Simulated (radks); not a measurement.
Spherical quantum dot in the effective-mass picture: electrons in a parabolic well V = omega^2 r^2 / 2 with omega = 0.335, with a point charge +2 (a donor) at the centre, all in effective atomic units (hartree* = m*/eps^2 hartree, bohr* = eps/m* bohr), one dielectric constant everywhere. Calculated with a radial shooting solver with Libxc functionals: non-relativistic Kohn-Sham, PBEsol, spin-polarised, spherical densities. Levels are named by radial order and angular momentum (1s, 1p, 1d, 2s, ...), and open shells are averaged over m.

N = 24, configuration 1s2 1p6 1d10 2s2 1f(up 4, down 0). This is the lowest configuration that the search found. Occupied and some empty levels:

level,occupation,eigenvalue (hartree*),<r> (bohr*)
1s down,1,4.8269,0.9787
1s up,1,4.8293,0.9777
2s up,1,5.3950,4.107
2s down,1,5.4119,4.016
1p up,3,5.4336,4.088
1p down,3,5.4491,3.977
1d up,5,5.5695,4.709
1d down,5,5.5924,4.650
1f up,4,5.7176,5.102
1f down,0,5.7442,5.072
2p up,0,5.7514,4.114
2p down,0,5.7647,4.155
1g up,0,5.8822,5.413
1g down,0,5.9107,5.403
2d up,0,5.9682,4.675
2d down,0,5.9828,4.685

Energy (hartree*): total 72.7771, kinetic 8.5865, external 9.7061, Hartree 60.967, exchange-correlation -6.4822.
